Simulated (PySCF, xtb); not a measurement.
Ga(H)2(OEt) (C₂H₇GaO), SMILES [GaH2][O]CC. The values are those of a single conformer.

Harmonic wavenumbers (cm⁻¹) from xtb with GFN2-xTB at its own minimum, in rising order: 65, 79, 160, 257, 392, 410, 432, 479, 689, 834, 951, 1091, 1125, 1144, 1249, 1325, 1392, 1471, 1479, 1483, 1659, 1774, 2892, 2909, 3001, 3004, 3037.

What does TPSSh-D3(BJ)/def2-SVP (PySCF 2.14.0) give at its own minimum? (The exact figures need the calculation; the answer reports its results.)

55, 151, 193, 306, 407, 545, 594, 599, 733, 793, 912, 1094, 1166, 1173, 1304, 1385, 1415, 1478, 1485, 1507, 1992, 2024, 2996, 3024, 3031, 3111, 3113. Paired by order, the mean absolute difference is 73 cm⁻¹ and the zero-point energies are 49.7 and 52.3 kcal/mol.
